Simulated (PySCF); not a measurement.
Pm³⁴⁺ (promethium, charge +34) across methods

[Ar] 3d9, 2D determinant. Calculation: PySCF 2.14, in an even-tempered Gaussian basis (18 s from 5.3 bohr⁻², ratio 2.5; 13 p from 6.9 bohr⁻², ratio 2.5; 8 d from 6.9 bohr⁻², ratio 2.5; 4 f from 32 bohr⁻², ratio 2.7; 3 g from 48 bohr⁻², ratio 2.7); scalar relativity by spin-free X2C-1e.

```json
{"method": "PBE0", "E (hartree)": "-9327.50", "mean ε 3p β (eV)": "-2647.8", "mean ε 3d α (eV)": "-2326.9", "mean ε 3d β (eV)": "-2321.8", "Σ⟨r²⟩ (bohr²)": "1.200", "⟨S²⟩": "0.750"}
{"method": "UHF", "E (hartree)": "-9326.29232", "mean ε 3p β (eV)": "-2696.8", "mean ε 3d α (eV)": "-2367.3", "mean ε 3d β (eV)": "-2360.8", "Σ⟨r²⟩ (bohr²)": "1.198", "⟨S²⟩": "0.750"}
{"method": "PBE", "E (hartree)": "-9327.39", "mean ε 3p β (eV)": "-2630.8", "mean ε 3d α (eV)": "-2312.8", "mean ε 3d β (eV)": "-2308.0", "Σ⟨r²⟩ (bohr²)": "1.200", "⟨S²⟩": "0.750"}
{"method": "r2SCAN", "E (hartree)": "-9327.99", "mean ε 3p β (eV)": "-2639.4", "mean ε 3d α (eV)": "-2317.7", "mean ε 3d β (eV)": "-2312.6", "Σ⟨r²⟩ (bohr²)": "1.199", "⟨S²⟩": "0.750"}
{"method": "M06", "E (hartree)": "-9328.19", "mean ε 3p β (eV)": "-2649.9", "mean ε 3d α (eV)": "-2328.7", "mean ε 3d β (eV)": "-2323.1", "Σ⟨r²⟩ (bohr²)": "1.199", "⟨S²⟩": "0.750"}
{"method": "LDA", "E (hartree)": "-9319.51", "mean ε 3p β (eV)": "-2629.6", "mean ε 3d α (eV)": "-2312.5", "mean ε 3d β (eV)": "-2307.5", "Σ⟨r²⟩ (bohr²)": "1.201", "⟨S²⟩": "0.750"}
```

Task: Estimate the same row for PBEsol.

Result: E (hartree) = -9323.73; mean ε 3p β (eV) = -2630.1; mean ε 3d α (eV) = -2312.4; mean ε 3d β (eV) = -2307.6; Σ⟨r²⟩ (bohr²) = 1.200; ⟨S²⟩ = 0.750.

Spin-orbit coupling, absent here, splits the open shell strongly.
